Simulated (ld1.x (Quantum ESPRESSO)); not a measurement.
Transferability test, ultrasoft potential for Co

```json
{
  "Element": "cobalt",
  "Generator": "ld1.x (Quantum ESPRESSO) 7.5",
  "Type": "ultrasoft",
  "Functional": "PBE",
  "Relativity": "scalar-relativistic",
  "Frozen core": "[Ne] 3s2",
  "Valence charge": "15",
  "Reference configuration": "3p6 3d7 4s1.75 4p0.25",
  "Partial waves": "4s (bound): rcut 1.50, rcutus 2.05 bohr; 4s channel at 0.3 Ry: rcut 1.50, rcutus 2.05 bohr; 3p (bound): rcut 1.15, rcutus 1.25 bohr; 4p (bound): rcut 1.15, rcutus 1.25 bohr; 3d (bound): rcut 1.25, rcutus 1.35 bohr; 3d channel at 1.3 Ry: rcut 1.25, rcutus 1.35 bohr",
  "Local potential": "all-electron potential smoothed inside 1.60 bohr (lloc = -1)",
  "Core correction": "Bessel-smoothed model core inside 0.85 bohr",
  "Augmentation charge": "PSQ, inside the norm-conserving radii"
}
```

Energies are relative to the spin-unpolarised reference configuration 3p6 3d7 4s1.75 4p0.25; without spin polarisation the order of configurations can differ from experiment.

```tsv
valence configuration	charge	ΔE all-electron (eV)	error AE − PS (meV)
3p6 3d7 4s2 4p0	0	-1.057	+0.1
3p6 3d7 4s1 4p0	+1	7.973	-0.8
3p6 3d7 4s0 4p0	+2	24.759	-0.6
3p6 3d7 4s0 4p2	0	7.921	-0.8
3p6 3d7 4s1 4p1	0	3.293	-0.3
```

Problem. What are ΔE and the potential's error for 3p6 3d7 4s0 4p1?

Solution. ΔE = 13.341 eV all-electron; the error (AE − PS) is +0.4 meV.

Problem. What are ΔE and the potential's error for 3p6 3d7 4s1.5 4p0?

Solution. ΔE = 2.545 eV all-electron; the error (AE − PS) is -0.3 meV.

Levels in the configuration 3p6 3d7 4s2 4p0:

| level | all-electron (eV) | pseudo (eV) |
| --- | --- | --- |
| 3p | -65.636 | -65.636 |
| 3d | -8.204 | -8.203 |
| 4s | -5.470 | -5.470 |
